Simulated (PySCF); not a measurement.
C2H9AsGa, charge +1, singlet, geometry from GFN2-xTB (such geometries of metal compounds can be far from the true shape), with bond 4-2 at 1.3 times its length; BLYP/STO-3G (PySCF).

PySCF was given this input:
```python
from pyscf import gto, scf, dft

mol = gto.M(
    atom='''
Ga   -0.043402    1.185008    0.334711
C     1.512558    1.852714   -0.812236
H     2.412471    1.289721   -0.543432
H     1.731965    3.240672   -0.593877
H     1.272462    1.678753   -1.866255
C    -1.617068    1.034383    1.632201
H    -2.494869    0.681342    1.081120
H    -1.833167    2.006082    2.085894
H    -1.359497    0.311482    2.413279
As    0.061531   -1.682306   -0.477728
H     0.509172   -2.760117    0.444783
H     0.886502   -2.209876   -1.596771
H    -1.132389   -2.459490   -0.905152
''',
    basis='sto-3g',
    charge=1,
    spin=0,
    verbose=4,
)

mf = dft.RKS(mol)
mf.xc = 'blyp'
mf.init_guess = '1e'
mf.kernel()
mf.analyze()
```

Output, abridged:

```
PySCF version 2.14.0

[INPUT] verbose = 4
[INPUT] num. atoms = 13
[INPUT] num. electrons = 84
[INPUT] charge = 1
[INPUT] spin (= nelec alpha-beta = 2S) = 0
[INPUT] symmetry False subgroup None
[INPUT] Mole.unit = angstrom
[INPUT] Symbol           X                Y                Z      unit          X                Y                Z       unit  Magmom
[...]
nuclear repulsion = 477.385703837215
number of shells = 31
number of NR pGTOs = 165
number of NR cGTOs = 55
basis = sto-3g
ecp = {}

******** <class 'pyscf.dft.rks.RKS'> ********
method = RKS
initial guess = 1e
damping factor = 0
level_shift factor = 0
DIIS = <class 'pyscf.scf.diis.CDIIS'>
diis_start_cycle = 1
diis_space = 8
diis_damp = 0
SCF conv_tol = 1e-09
SCF conv_tol_grad = None
SCF max_cycles = 50
direct_scf = True
direct_scf_tol = 1e-13
XC library pyscf.dft.libxc version 7.1.2
    S. Lehtola, C. Steigemann, M. J. T. Oliveira, and M. A. L. Marques,  SoftwareX 7, 1–5 (2018)
XC functionals = blyp
    A. D. Becke,  Phys. Rev. A 38, 3098 (1988)
    C. Lee, W. Yang, and R. G. Parr,  Phys. Rev. B 37, 785 (1988)
    B. Miehlich, A. Savin, H. Stoll, and H. Preuss,  Chem. Phys. Lett. 157, 200 (1989)
radial grids:
    Treutler-Ahlrichs [JCP 102, 346 (1995); DOI:10.1063/1.469408] (M4) radial grids

becke partition: Becke, JCP 88, 2547 (1988); DOI:10.1063/1.454033
pruning grids: <function nwchem_prune>
grids dens level: 3
symmetrized grids: False
atomic radii adjust function: <function treutler_atomic_radii_adjust>
small_rho_cutoff = 0
Set gradient conv threshold to 3.16228e-05
Initial guess from hcore.
[...]
tot grids = 157840
init E= -4177.82981674532
[...]
cycle= 1 E= -4121.26775568634  delta_E= 56.6  |g|= 7.62  |ddm|=   16
[...]
cycle= 2 E= -4160.49125542648  delta_E= -39.2  |g|= 1.49  |ddm|=   19
[...]
cycle= 3 E= -4118.32210898411  delta_E= 42.2  |g|=  3.1  |ddm|=   20
[...]
cycle= 4 E= -4153.31277234013  delta_E=  -35  |g|= 2.31  |ddm|= 6.54
[...]
cycle= 5 E= -4177.54462108039  delta_E= -24.2  |g|= 2.95  |ddm|= 12.5
[...]
cycle= 6 E= -4182.82796036921  delta_E= -5.28  |g|= 2.93  |ddm|= 5.24
[...]
cycle= 7 E= -4183.07417187643  delta_E= -0.246  |g|=  2.8  |ddm|= 5.62
[...]
cycle= 8 E= -4183.03471962529  delta_E= 0.0395  |g|= 2.79  |ddm|= 0.0814
[...]
cycle= 9 E= -4183.95897521187  delta_E= -0.924  |g|=  2.9  |ddm|= 5.99
[...]
cycle= 10 E= -4182.59620010968  delta_E= 1.36  |g|=  2.9  |ddm|= 2.45
[...]
cycle= 11 E= -4103.73453910222  delta_E= 78.9  |g|= 7.12  |ddm|= 15.5
[...]
[...]
[...]
cycle= 38 E= -4191.62596373048  delta_E= 0.0123  |g|= 1.46  |ddm|= 0.0473
[...]
cycle= 39 E= -4191.61052042498  delta_E= 0.0154  |g|= 1.48  |ddm|= 0.222
[...]
cycle= 40 E= -4191.56786132794  delta_E= 0.0427  |g|= 1.54  |ddm|= 0.268

WARN: HOMO -0.210944425608682 == LUMO -0.210016053009265

cycle= 41 E= -4191.50969548698  delta_E= 0.0582  |g|=  1.6  |ddm|= 0.214

WARN: HOMO -0.223520726840294 == LUMO -0.223310984204378

cycle= 42 E= -4191.59639907069  delta_E= -0.0867  |g|=  1.5  |ddm|= 0.281

WARN: HOMO -0.21922075614173 == LUMO -0.218870499117288

cycle= 43 E= -4191.57167007151  delta_E= 0.0247  |g|= 1.53  |ddm|= 0.383

WARN: HOMO -0.22395469085301 == LUMO -0.22358642216096

cycle= 44 E= -4191.57222867285  delta_E= -0.000559  |g|= 1.53  |ddm|= 0.43
[...]
cycle= 45 E= -4192.58660454064  delta_E= -1.01  |g|= 0.79  |ddm|= 3.78
[...]
cycle= 46 E= -4192.85581532859  delta_E= -0.269  |g|= 0.476  |ddm|=  1.3
[...]
cycle= 47 E= -4192.99866857918  delta_E= -0.143  |g|= 0.264  |ddm|= 1.14
[...]
cycle= 48 E= -4192.99839335639  delta_E= 0.000275  |g|= 0.254  |ddm|= 0.297
[...]
cycle= 49 E= -4193.00291285131  delta_E= -0.00452  |g|= 0.23  |ddm|= 0.151
[...]
cycle= 50 E= -4193.00258395376  delta_E= 0.000329  |g|= 0.231  |ddm|= 0.0266
SCF not converged.
SCF energy = -4193.00258395376
**** SCF Summaries ****
Total Energy =                       -4193.002583953764770
Nuclear Repulsion Energy =             477.385703837214805
One-electron Energy =                -6804.826865939961863
Two-electron Energy =                 2134.438578148982742
Two-electron Coulomb Energy =         2307.299115812903437
DFT Exchange-Correlation Energy =     -172.860537663920866
HOMO-LUMO gap [eV] =                     0.958773789809323
**** MO energy ****
[...]
 ** Mulliken pop on meta-lowdin orthogonal AOs  **
 ** Mulliken pop  **
 ** Mulliken atomic charges  **
charge of    0Ga =      0.40250
charge of    1C =     -0.15398
charge of    2H =      0.08400
charge of    3H =      0.08390
charge of    4H =      0.08496
charge of    5C =     -0.18525
charge of    6H =      0.08801
charge of    7H =      0.09044
charge of    8H =      0.08747
charge of    9As =      0.43510
charge of   10H =     -0.00517
charge of   11H =     -0.00666
charge of   12H =     -0.00532

WARN: System has nonzero charge 1; the dipole moment is origin-dependent.
Location of origin: [0. 0. 0.]

Dipole moment(X, Y, Z, Debye):  0.12758, -0.40587, -0.19812
```

The run did not converge; its last values are not results.
